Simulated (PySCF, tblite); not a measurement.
Task: Give a GFN2-xTB geometry of `C=C(F)/C=C1/C(=C)C(F)=C1CF`.

Result: 
```
atom  x, y, z in Å
C1     3.4289   -0.2965    0.1951
C2     2.1108   -0.4742    0.1882
F3     1.6291   -1.7128    0.4601
C4     1.1206    0.5385   -0.0856
C5    -0.2076    0.3944   -0.1012
C6    -1.3150    1.3641   -0.3673
C7    -1.4212    2.6460   -0.6683
C8    -2.2238    0.2359   -0.1370
F9    -3.5442    0.1605   -0.1655
C10   -1.2278   -0.6547    0.1065
C11   -1.1701   -2.0961    0.4449
F12   -2.4300   -2.6292    0.5222
H13    4.0961   -1.1111    0.4091
H14    3.8576    0.6642   -0.0140
H15    1.5294    1.5155   -0.2996
H16   -2.3820    3.1096   -0.8109
H17   -0.5515    3.2692   -0.7808
H18   -0.6871   -2.2544    1.4173
H19   -0.6219   -2.6595   -0.3205
```

Any rigid rotation of these coordinates is as good. Atoms count from 1 in this order. The 9 C–C bonds span 1.321 Å (C6=C7, drawn double) to 1.496 Å (C5–C6, drawn single), a spread of 0.175 Å. The 12 heavy atoms lie in one plane (0.001 Å rms). The 3 C–F bonds span 1.323 Å (C8–F9, drawn single) to 1.370 Å (C11–F12, drawn single), a spread of 0.047 Å. Of the pairs four or more bonds apart, F3···C11 is among the closest relative to their van der Waals radii: 2.83 Å, 89 % of the sum of Bondi's values.

Bonds between heavy atoms (Å): C1=C2 1.330, C2–F3 1.356, C2–C4 1.443, C4=C5 1.336, C5–C6 1.496, C6=C7 1.321, C6–C8 1.467, C8–F9 1.323, C8=C10 1.358, C10–C11 1.482, C11–F12 1.370, C5–C10 1.478.

Computed geometry: GFN2-xTB, gas phase.

Point group: Cs (tolerance 0.08 Å). Its GFN2-xTB frequencies are all real (lowest 40 cm⁻¹). One conformer, not necessarily the lowest (C1–C2–C4–C5 180°, C8–C10–C11–F12 0°).
